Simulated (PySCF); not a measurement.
PBE on Sb⁻ (antimony, charge -1), [Kr] 4d10 5s2 5p4, high-spin 3P determinant. All numbers are calculated (PySCF 2.14, no relativity, point nucleus, in dyall-av2z (22s16p12d, 130 functions)).

```
cycle= 1 E= -6315.47399106652  delta_E= -0.032  |g|= 0.0367  |ddm|= 0.349
cycle= 2 E= -6315.47319289359  delta_E= 0.000798  |g|= 0.0555  |ddm|= 0.153
cycle= 3 E= -6315.47464858759  delta_E= -0.00146  |g|= 0.00566  |ddm|= 0.091
cycle= 4 E= -6315.47464848306  delta_E= 1.05e-07  |g|= 0.00164  |ddm|= 0.00706
cycle= 5 E= -6315.47465104261  delta_E= -2.56e-06  |g|= 0.000302  |ddm|= 0.00508
cycle= 6 E= -6315.47465117761  delta_E= -1.35e-07  |g|= 6.99e-05  |ddm|= 0.00128
cycle= 7 E= -6315.47465118606  delta_E= -8.45e-09  |g|= 2.07e-06  |ddm|= 0.000306
cycle= 8 E= -6315.47465118607  delta_E= -9.09e-12  |g|= 1.42e-07  |ddm|= 9.57e-06
converged SCF energy = -6315.47465118607  <S^2> = 2.0053022  2S+1 = 3.0035327
```

Highest occupied orbital energy: 1.396 eV; ⟨L²⟩ = 2.02; populations by l: s 10.00, p 22.00, d 20.00.

Q: Can this result be used?

A: With care. The calculation finished and met its thresholds. A non-relativistic calculation at this Z misses sizeable relativistic shifts. At PBE the highest occupied level has a positive energy, so only the finite basis holds that electron; in a semilocal or global hybrid functional this comes from self-interaction and does not mean that the real anion is unbound.
